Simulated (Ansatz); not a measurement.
Consider the isomerisation: `CB(O)[SiH2][AlH2]` → `[BH2][AlH][O][SiH2]C`.

Gas-phase electronic energies from Ansatz, PBE0-D4/def2-TZVP geometries. CCSD(T)/CBS adds triple-zeta CCSD(T) − MP2 to the extrapolated MP2 energy (def2 sets, frozen cores). DFT in def2-TZVPP. Each species was taken in one conformer, which may not be the lowest.

```
               species  r2SCAN-D4 energy (Eh)
   `CB(O)[SiH2][AlH2]`             -674.88424
`[BH2][AlH][O][SiH2]C`             -674.90911
```

Problem. Work out ΔE.

Solution. ΔE = (-674.90911) − (-674.88424) = -0.02487 Eh = -15.6 kcal/mol. CCSD(T)/CBS gives -19.9 kcal/mol.

Largest T1 diagnostic among the species: 0.014.

In def2-TZVPP, CCSD(T) changes the Hartree–Fock value by +10.6 kcal/mol (the triples alone add +2.0 kcal/mol) and MP2 by +8.1 kcal/mol. From PBE to PBE0 (25 % exact exchange), in def2-TZVPP and without D4, ΔE moves by −3.8 kcal/mol.
